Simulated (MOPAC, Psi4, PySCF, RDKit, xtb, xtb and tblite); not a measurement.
Two geometries of SMILES CC(=O)CCB(O)O, relaxed at GFN2-xTB with one dihedral held; other torsions can differ between them too.

Structure A

```
17

C     -2.0695    -0.4508     1.9215
C     -0.7382    -0.0181     1.3534
O     -0.2221     1.0316     1.6429
C     -0.1181    -1.0146     0.4003
C      1.0608    -0.4369    -0.3831
B      1.9720    -1.5339    -1.1072
O      1.7550    -2.8433    -0.8683
O      2.9829    -1.2045    -1.9589
H     -2.8341    -0.3138     1.1585
H     -2.3270     0.1575     2.7845
H     -2.0482    -1.5019     2.1955
H      0.2296    -1.8615     0.9976
H     -0.8829    -1.3993    -0.2753
H      0.6834     0.2923    -1.1047
H      1.6756     0.1353     0.3178
H      2.3567    -3.4262    -1.3334
H      3.1279    -0.2723    -2.1092
```

Structure B

```
17

C     -2.5366     0.0041     0.1431
C     -1.1517     0.1704     0.7013
O     -0.8249     1.1474     1.3390
C     -0.1891    -0.9450     0.3839
C      0.7475    -0.5132    -0.7661
B      1.9041     0.5348    -0.3564
O      3.0386     0.4891    -1.0945
O      1.8225     1.4227     0.6524
H     -2.4795    -0.2243    -0.9189
H     -3.1236     0.9052     0.2997
H     -3.0232    -0.8337     0.6399
H      0.4153    -1.1628     1.2664
H     -0.7388    -1.8420     0.0968
H      1.2215    -1.4064    -1.1729
H      0.1467    -0.0942    -1.5769
H      3.6956     1.1329    -0.8258
H      0.9808     1.4579     1.1289
```

Which is lower in energy at the level Psi4 with PBE0-D3(BJ)/def2-SVP // GFN2-xTB, and by how much?

B is lower, by 4.48 kcal/mol (dihedral C2–C4–C5–B6: 165° in A, 75° in B).

E(B) − E(A) in kcal/mol at the other levels, on the same two geometries: GFN2-xTB (xtb and tblite) -3.25; PBE0/def2-SVP // GFN2-xTB (Psi4) -3.91; PBE/def2-SVP // GFN2-xTB (Psi4) -4.43; PBE-D3(BJ)/def2-SVP // GFN2-xTB (Psi4) -5.05; UFF // GFN2-xTB (RDKit) 33.74; PM3, restricted, heats of formation // GFN2-xTB (MOPAC) -0.90; PM6, restricted, heats of formation // GFN2-xTB (MOPAC) -2.38; GFN1-xTB // GFN2-xTB (xtb) -3.14; restricted B3LYP/6-31G*, spherical d, density fitting // GFN2-xTB (PySCF) -4.41; restricted B3LYP/3-21G // GFN2-xTB (PySCF) -7.38; restricted B3LYP/6-311+G**, spherical d, density fitting // GFN2-xTB (PySCF) -2.51; restricted Hartree-Fock/LANL2DZ // GFN2-xTB (PySCF) -2.41.
